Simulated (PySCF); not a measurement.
## Ionisation energy of Mn⁺ by level of theory

Mn⁺ [Ar] 3d5 4s1 (7S) → Mn²⁺ [Ar] 3d5 (6S), as a difference of total energies. Calculation: PySCF 2.14, in aug-cc-pVQZ; the non-relativistic Hamiltonian (point nucleus). Correlated levels: valence: [Ar] frozen. The calculations carry no spin-orbit coupling.

```tsv
method	ionisation energy (eV)	difference from reference (eV)
UHF	14.687	-0.953
LDA	16.328	+0.688
PBE	16.107	+0.467
PBE0	15.788	+0.148
r2SCAN	15.954	+0.314
TPSSh	15.723	+0.083
M06-2X	15.323	-0.317
r2SCANh	15.862	+0.222
MP2 (valence)	15.144	-0.496
SCS-MP2 (valence)	14.840	-0.800
```

Reference: 15.640 eV (measured; NIST Atomic Spectra Database, ionization energies).

These non-relativistic numbers lack the scalar-relativistic shift.
